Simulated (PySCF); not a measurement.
Redox energetics: 2,1,3-benzothiadiazole

Molecule: 2,1,3-benzothiadiazole, `c1ccc2nsnc2c1` (C6H4N2S). Optimised structure (Å), atoms numbered from 1:
```
C    -1.4401    0.8069    0.1600
C    -1.5368   -0.6180    0.0925
C    -0.4288   -1.4122   -0.0435
C     0.8428   -0.7788   -0.1161
N     2.0270   -1.3787   -0.2473
S     3.1454   -0.2003   -0.2741
N     2.1961    1.1100   -0.1232
C     0.9409    0.6650   -0.0450
C    -0.2343    1.4539    0.0944
H    -2.3587    1.3886    0.2665
H    -2.5259   -1.0781    0.1515
H    -0.4929   -2.4998   -0.0959
H    -0.1509    2.5402    0.1447
```

Energies: PBE0-D3(BJ)/ma-def2-SVP (PySCF, density fitting, integration grid level 2) on PBE0-D3(BJ)/def2-SVP structures. Zero-point and thermal terms (298.15 K, 1 bar) come from unscaled GFN2-xTB harmonic frequencies, with soft modes damped to free rotors in the entropy. These were taken at the GFN2-xTB minima.

Frontier levels of the parent: HOMO -7.24 eV, LUMO -2.58 eV.

Oxidation to the radical cation:
- Vertical ionisation energy (electronic): 9.00 eV
- Adiabatic ionisation energy (with zero-point energy): 8.78 eV
- Adiabatic, electronic part: 8.88 eV
- Vertical gap at the product's structure: 8.77 eV
- Inner reorganisation energy (four-point): 230 meV
- Relaxation of product / of parent: 118 / 112 meV
- ⟨S²⟩ of the product: 0.776
- Largest spin populations: C9 0.38, C3 0.38, N7 0.20, N5 0.20
- Largest changes of atomic charge: C9 0.15, C3 0.15, S6 0.13, N7 0.12
- Distances that move most (Å): C1–C9 1.370 → 1.414; C2–C3 1.370 → 1.414; C1–C2 1.430 → 1.392; C4–C8 1.449 → 1.439
- Potential in dichloromethane: 6.82 V absolute, 2.18 V against Fc+/Fc computed at 4.64 V (solvation -18 → -204 kJ/mol)

Reduction to the radical anion:
- Vertical electron affinity (electronic): 0.87 eV
- Adiabatic electron affinity (with zero-point energy): 1.08 eV
- Adiabatic, electronic part: 1.02 eV
- Vertical gap at the product's structure: 1.17 eV
- Inner reorganisation energy (four-point): 294 meV
- Relaxation of product / of parent: 146 / 148 meV
- ⟨S²⟩ of the product: 0.766
- Largest spin populations: N7 0.27, N5 0.27, S6 0.21, C3 0.15
- Largest changes of atomic charge: S6 -0.29, N5 -0.12, N7 -0.12, C3 -0.08
- Distances that move most (Å): S6–N7 1.625 → 1.680; N5–S6 1.625 → 1.679; C1–C9 1.370 → 1.399; C2–C3 1.370 → 1.399
- Potential in dichloromethane: 2.96 V absolute, -1.67 V against Fc+/Fc computed at 4.64 V (solvation -18 → -197 kJ/mol)

Solvents are IEF-PCM continua (electrostatics only, gas-phase structures); absolute potentials refer to an electron at rest in vacuum. Fc+/Fc in dichloromethane, 4.64 V, is PBE0-D3(BJ)/ma-def2-SVP on PBE0-D3(BJ)/def2-SVP structures with GFN2-xTB thermal terms. Benchmark calculations put it near 5.0 V in acetonitrile and DMSO, so it is about 0.4 V low, and the value against it can read up to that much too high.

Measured values (NIST Chemistry WebBook, evaluated or the median of agreeing entries): adiabatic ionisation energy 8.99 eV (computed 8.78, difference -0.21).

Caveats: structures of the anions come from def2-SVP, which lacks diffuse functions; ma-def2-SVP is a small basis, whose errors can reach tens of kJ/mol.

Differences come from unrounded values, so a last digit can differ from that of the printed terms.
